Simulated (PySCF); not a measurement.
The PySCF input:
```python
from pyscf import gto, scf, dft

mol = gto.Mole()
mol.atom = '''
    Cl    0.000000    0.000000    0.000000
'''
mol.basis = 'aug-cc-pvdz'
mol.charge = -1
mol.spin = 0
mol.verbose = 4
mol.build()

mf = dft.RKS(mol)
mf.xc = 'b3lyp'
mf.kernel()
```

Problem. What does this run give for the total energy, number of basis functions, HOMO-LUMO gap, HOMO energy?

Solution. 
| Property | Value |
|---|---|
| total energy | -460.298181 Ha |
| number of basis functions | 27 |
| HOMO-LUMO gap | 7.62 eV |
| HOMO energy | -0.78 eV |
